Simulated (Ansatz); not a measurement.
Reaction (ligand exchange at the Si–Cl bond): `BC[SiH](C)Cl` + H–F → `BC[SiH](C)F` + HCl

Program: Ansatz. Geometries: PBE0-D4/def2-TZVP. ΔE: electronic, gas phase. CCSD(T)/CBS adds triple-zeta CCSD(T) − MP2 to the extrapolated MP2 energy (def2 sets, frozen cores). This one scheme is used for every species. DFT in def2-TZVPP. Each species was taken in one conformer, which may not be the lowest.

`BC[SiH](C)Cl`:

Cartesian coordinates in Å:
```
B 0.566 -2.223 -0.193
C 0.896 -0.722 -0.219
Si -0.631 0.251 0.280
C -0.350 2.081 0.123
Cl -2.214 -0.271 -0.943
H 0.567 -2.821 0.845
H 0.257 -2.805 -1.191
H 1.199 -0.332 -1.195
H 1.618 -0.422 0.551
H -1.030 -0.109 1.663
H -1.250 2.630 0.408
H -0.095 2.347 -0.905
H 0.469 2.397 0.776
```

H–F:

Cartesian coordinates in Å:
```
F -0.028 0.212 0.408
H 0.028 -0.212 -0.408
```

`BC[SiH](C)F`:

```xyz
13

B    -1.496   -0.449    1.159
C    -0.445    0.666    1.089
Si    1.010    0.132    0.028
C     0.516   -0.278   -1.709
F     2.032    1.370   -0.008
H    -1.425   -1.309    1.990
H    -2.372   -0.516    0.345
H    -0.797    1.581    0.600
H     0.018    0.904    2.053
H     1.734   -0.996    0.667
H    -0.032    0.548   -2.169
H    -0.133   -1.158   -1.719
H     1.391   -0.494   -2.326
```

HCl:

Z-matrix (Å, degrees):
```
Cl
H 1 1.279
```

CCSD(T)/CBS gives -34.8 kJ/mol.

Q: Another level gave -50.9 kJ/mol. Which?
A. CCSD(T)/def2-TZVPP
B. B2PLYP/def2-TZVPP
C. PBE-D4/def2-TZVPP
D. HF/def2-TZVPP

A: D. HF/def2-TZVPP -50.9, CCSD(T)/def2-TZVPP -38.6, PBE-D4 -31.1, B2PLYP -43.1 kJ/mol.

Largest T1 diagnostic among the species: 0.011.

The D4 term adds +7.5 kJ/mol with B3LYP and +4.0 kJ/mol with PBE0; it sums over pairs of atoms, weighted by their polarisabilities, and B3LYP, whose exchange is more repulsive, gets the larger term. In def2-TZVPP, CCSD(T) changes the Hartree–Fock value by +12.3 kJ/mol (the triples alone add +2.7 kJ/mol) and MP2 by +19.2 kJ/mol.

B3LYP here is the variant with VWN-RPA as its local correlation; programs differ in this.
